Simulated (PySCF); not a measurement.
Work out the structure from these simulated measurements.

Elements present: C, Cl, H, N and Si. Monoisotopic mass: 169.0115 u.

- 13C NMR: chemical shifts (computed TMS as zero) by class: 171.2 (1 C), 111.3 (2 C), 84.4 (2 C), 5.7 (2 C) ppm [GIAO PBE0/pcSseg-1]
- Rotational structure: rotational constants A, B, C: 0.882, 0.599, 0.501 GHz [GFN2-xTB]
- NMR, other nuclei: isotropic shieldings of nuclei other than C and H, by class: -157 (1 N), 406 (1 Si), 885 (1 Cl) ppm [GIAO PBE0/pcSseg-1]
- Dipole: 3.78 D [PBE0/pcSseg-1]
- 1H NMR: chemical shifts (computed TMS as zero) by class: 8.62 (1 H), 8.58 (1 H), 2.08 (6 H) ppm [GIAO PBE0/pcSseg-1]

Electronic properties: PySCF, gas phase, density fitting. Levels stand in brackets. Isolated species at its GFN2-xTB geometry (one conformer only). GFN2-xTB frequencies show an imaginary mode (21i cm⁻¹), so this geometry is no minimum at that level. NMR values are class means; diastereotopic atoms form classes of their own.

Q: Which formula fits the mass and the elements?

A: C7H8ClNSi (calculated 169.0115). No other formula that holds each of these elements comes within 0.0003 u with a fitting electron parity and a possible valence count.

Q: What is the compound? Reason from the data.

A: Numbering: `[CH2:1]=[N:2][Si:3]([Cl:4])([C:5]#[C:6][CH3:7])[C:8]#[C:9][CH3:10]`. Its formula, C7H8ClNSi, gives 5 degrees of unsaturation: 0 rings and 5 π bonds in the structure found. 7 carbons fall into 4 classes; from least to most shielded: C=N carbon [C1] (171.2 ppm), alkyne carbon [C6/C9] (111.3 ppm, 2 C), alkyne carbon [C5/C8] (84.4 ppm, 2 C, up to 3.0 ppm apart in this geometry), propargylic carbon [C7/C10] (5.7 ppm, 2 C). Hydrogen classes from least to most shielded: 1 H on a C=N carbon, C1 (8.62 ppm), 1 H on a C=N carbon, C1 (8.58 ppm), 6 H on 2 propargylic carbons, C7/C10 (2.08 ppm). The other shieldings belong to: -157 ppm, C=N nitrogen [N2]; 406 ppm, chlorine-bound silicon [Si3]; 885 ppm, silicon-bound chlorine [Cl4]. The optimised geometry has point group C1 and is an asymmetric top. Structure: `C(#C[Si](Cl)(C#CC)N=C)C`. The assignments are read from this structure; whether some other isomer fits the data as well wasn't checked.

The values belong to the conformer `[CH2:1]=[N:2][Si:3]([Cl:4])([C:5]#[C:6][CH3:7])[C:8]#[C:9][CH3:10]`: C1–N2–Si3–Cl4 -122°.
